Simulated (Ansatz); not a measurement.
AsP, closed-shell singlet (the spin of the measured ground state), most abundant isotopes (30.9738 and 74.9216 u). Constants from fifth-degree fits in 1/R to seven points on the lowest solution found; no spin–orbit coupling, no relativity up to Kr; ω_e x_e and α_e move by some per cent with the fit.

Correlated levels freeze the inner cores; with def2 sets outer-core shells near the valence are correlated too. CBS: X⁻³ extrapolation of the correlation energy, Hartree–Fock from the larger set.

Codes used: Ansatz (an electronic-structure program). Values without a source in brackets are computed.

At CCSD(T)/CBS(def2-TZVPP, def2-QZVPP): B₀ = 0.19223 cm⁻¹, fundamental 616 cm⁻¹.

Taking the state as ¹Σ, work out the ideal-gas entropy and heat capacity at 298.15 K and 1 bar (rigid rotor, harmonic oscillator at the fundamental, no nuclear spin).


Translation: S = R(1.5 ln M + 2.5 ln T − 1.1517) with M = 105.895 u gives 167.00 J/(mol K). Rotation: q = kT/(σhcB₀) = 1078.0 with σ = 1 and hc/k = 1.43878 cm K, S = R(ln q + 1) = 66.37. Vibration: u = hcν/kT = 2.975, S = R(u/(eᵘ − 1) − ln(1 − e⁻ᵘ)) = 1.77. Sum S° = 235.1 J/(mol K). C_p = 7R/2 + R u² eᵘ/(eᵘ − 1)² = 33.27 J/(mol K).

Doubts at one or more of the structures used: a restricted determinant that unrestricted orbitals would lower (CCSD(T)/CBS(def2-TZVPP, def2-QZVPP)).
